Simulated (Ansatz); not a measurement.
Isolated molecules relaxed with PBE0-D4/def2-TZVP in Ansatz; ΔE leaves out vibrations. CCSD(T)/CBS is the MP2 limit (def2-TZVPP, def2-QZVPP) plus CCSD(T) − MP2 in def2-TZVPP, frozen cores. Functionals use def2-TZVPP. B3LYP here is the variant with VWN-RPA as its local correlation; programs differ in this. For Zn outer-core shells are correlated without core-valence functions, which leaves a few kJ/mol of doubt a bond. Scalar relativity is left out up to krypton. Each species was taken in one conformer, which may not be the lowest.

`[CH3][Zn][CH2]C=O` → `[ZnH][CH2]C1CO1`  (isomerisation)

`[CH3][Zn][CH2]C=O`:

Cartesian coordinates in Å:
```
C -0.474 -1.459 1.909
Zn -0.291 -0.469 0.256
C -0.107 0.507 -1.451
C 0.826 1.621 -1.243
O 2.029 1.562 -1.351
H 0.357 -2.158 2.032
H -0.477 -0.782 2.766
H -1.405 -2.030 1.922
H -1.100 0.851 -1.751
H 0.293 -0.221 -2.161
H 0.349 2.578 -0.929
```

`[ZnH][CH2]C1CO1`:

```xyz
11

Zn   -0.105    0.049    1.958
C     0.345    1.091    0.342
C     0.499    0.039   -0.706
C    -0.615   -0.823   -1.084
O     0.396   -1.326   -0.219
H    -0.454   -0.688    3.269
H    -0.416    1.827    0.070
H     1.281    1.635    0.496
H     1.300    0.139   -1.436
H    -1.587   -0.660   -0.622
H    -0.645   -1.283   -2.068
```

Q: Is it downhill or uphill in electronic energy at CCSD(T)/CBS, and by how much? (Estimate.)

A: Ansatz gave: Uphill: ΔE = +135.8 kJ/mol.

Q: What do these levels give: B3LYP-D4, ωB97X-V, ωB97M-V, B2PLYP, PBE, HF/def2-TZVPP, MP2/def2-TZVPP, CCSD/def2-TZVPP, CCSD(T)/def2-TZVPP, HF/def2-QZVPP, MP2/def2-QZVPP, HF/CBS(def2)? (Best estimate.)

A: Computed: B3LYP-D4 144.7, ωB97X-V 123.2, ωB97M-V 128.8, B2PLYP 146.2, PBE 137.5, HF/def2-TZVPP 148.3, MP2/def2-TZVPP 135.3, CCSD/def2-TZVPP 132.9, CCSD(T)/def2-TZVPP 132.9, HF/def2-QZVPP 149.3, MP2/def2-QZVPP 137.3, HF/CBS(def2) 149.5 kJ/mol.

Largest T1 diagnostic among the species: 0.015.

In def2-TZVPP, CCSD(T) changes the Hartree–Fock value by −15.4 kJ/mol (the triples alone add −0.1 kJ/mol) and MP2 by −13.0 kJ/mol. The D4 term adds −6.3 kJ/mol with B3LYP and −3.2 kJ/mol with PBE0; it sums over pairs of atoms, weighted by their polarisabilities, and B3LYP, whose exchange is more repulsive, gets the larger term. From PBE to PBE0 (25 % exact exchange), in def2-TZVPP and without D4, ΔE moves by −6.5 kJ/mol.
